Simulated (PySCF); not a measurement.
# Structure from 2D NMR

Compound of formula C8H6O2. Correlations simulated from computed shifts and the bond graph:

HSQC (one-bond C–H):
```tsv
δH	δC
7.78	138.7
7.09	145.9
6.59	142.4
6.45	140.2
6.13	138.7
6.09	133.3
```

COSY cross peaks (H two or three bonds apart, from the bond graph; peaks can be absent where the dihedral angle is near 90°):
```tsv
δH	δH
7.78	6.45
7.78	6.13
7.09	6.59
7.09	6.09
6.45	6.13
```

HMBC (two and three bonds, from the bond graph):
```tsv
δH	δC
7.78	140.4, 140.2
7.09	185.0, 142.4, 140.4, 133.3
6.59	184.5, 145.9, 140.4, 140.2, 133.3
6.45	184.5, 142.4, 140.4, 138.7
6.13	140.4, 140.2
6.09	185.0, 184.5, 145.9, 142.4
```

Carbons without hydrogens: δ 185.0, 184.5, 140.4.

No solvent model, non-relativistic Hamiltonian, one conformer. GFN2-xTB structure; PBE0/pcSseg-1 with gauge-including orbitals; PySCF 2.14.0 with density-fitted response routines.

Shifts are taken against calculated references (same method and geometry level): TMS for ¹H and ¹³C.

Exchangeable hydrogens are left out of these lists.

Task: Which molecule is this?

Result: `C=CC1=CC=CC(=O)C1=O`.

Structure with atom numbers: `[CH2:1]=[CH:2][C:3]1=[CH:4][CH:5]=[CH:6][C:7](=[O:8])[C:9]1=[O:10]`. Each H is labelled by its parent atom. Ha(C1) is cis to C3; Hb(C1) is trans to C3.

δC 185.0 is C7, a ketone carbonyl carbon. δC 184.5 is C9, a ketone carbonyl carbon. δC 145.9 is C5, a β carbon of a C=C–C=O unit (δH 7.09). δC 142.4 is C4, a β carbon of a C=C–C=O unit (δH 6.59). δC 140.4 is C3, an α carbon of a C=C–C=O unit. δC 140.2 is C2, an alkene CH (δH 6.45). δC 138.7 is C1, a terminal =CH2 carbon (δH 7.78, 6.13). δC 133.3 is C6, an α carbon of a C=C–C=O unit (δH 6.09). HMBC from δH 7.78 reaches the proton-free carbon C3. HMBC from δH 7.09 reaches the proton-free carbons C7, C3. HMBC from δH 6.59 reaches the proton-free carbons C9, C3. HMBC from δH 6.45 reaches the proton-free carbons C9, C3. COSY links 7.78–6.45, 7.78–6.13, 7.09–6.59, 7.09–6.09, 6.45–6.13.

The data come from this structure; uniqueness wasn't tested.

Shifts are as computed. Against solution values, carbons near 30 ppm lie about +3 ppm off and those near 130 ppm about +5 ppm. Of 1211 compounds with measured shifts, 218 miss one by over three times the rms of a fit or turn the order of signals round; such compounds aren't used in these exercises.
